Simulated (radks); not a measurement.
Species: Zn+. Configuration: [Ar] 3d10 4s(up 1, down 0). Calculated with a radial shooting solver on a logarithmic mesh with Libxc functionals: scalar-relativistic Kohn-Sham, PBEsol, spin-polarised, spherical densities, finite nucleus; Fermi nuclear charge, rms radius 3.9283 fm.

Normalised radial functions P(r) = r R(r), r in bohr:

| r | 3p down | 3d up | 3d down |
|---|---|---|---|
| 0.004895 | 0.0075 | 0.0000 | 0.0000 |
| 0.006425 | 0.0123 | 0.0001 | 0.0001 |
| 0.008434 | 0.0202 | 0.0002 | 0.0002 |
| 0.01098 | 0.0326 | 0.0004 | 0.0004 |
| 0.01441 | 0.0527 | 0.0008 | 0.0008 |
| 0.01877 | 0.0829 | 0.0017 | 0.0017 |
| 0.02464 | 0.1297 | 0.0037 | 0.0037 |
| 0.03208 | 0.1952 | 0.0075 | 0.0076 |
| 0.04211 | 0.2873 | 0.0153 | 0.0155 |
| 0.05527 | 0.4034 | 0.0307 | 0.0309 |
| 0.07197 | 0.5275 | 0.0582 | 0.0587 |
| 0.09447 | 0.6367 | 0.1081 | 0.1091 |
| 0.123 | 0.6736 | 0.1881 | 0.1898 |
| 0.1615 | 0.5720 | 0.3134 | 0.3162 |
| 0.2119 | 0.2736 | 0.4849 | 0.4893 |
| 0.276 | -0.1941 | 0.6817 | 0.6879 |
| 0.3622 | -0.7437 | 0.8774 | 0.8852 |
| 0.4717 | -1.1520 | 1.0068 | 1.0154 |
| 0.6191 | -1.2712 | 1.0287 | 1.0367 |
| 0.8126 | -1.0695 | 0.9309 | 0.9367 |
| 1.058 | -0.7104 | 0.7580 | 0.7595 |
| 1.389 | -0.3587 | 0.5515 | 0.5465 |
| 1.808 | -0.1380 | 0.3633 | 0.3526 |
| 2.374 | -0.0358 | 0.2058 | 0.1940 |
| 3.091 | -0.0061 | 0.0982 | 0.0903 |
| 4.057 | -0.0005 | 0.0352 | 0.0316 |
| 5.325 | 0.0000 | 0.0090 | 0.0078 |
| 6.934 | 0.0000 | 0.0015 | 0.0013 |

3p down: eigenvalue -92.868 eV, 1 radial node at r = 0.250 bohr, <r> = 0.714 bohr, 90 % of the charge inside 1.10 bohr. 3d up: eigenvalue -19.840 eV, 0 radial nodes, <r> = 0.905 bohr, 90 % of the charge inside 1.60 bohr. 3d down: eigenvalue -19.621 eV, 0 radial nodes, <r> = 0.889 bohr, 90 % of the charge inside 1.56 bohr.
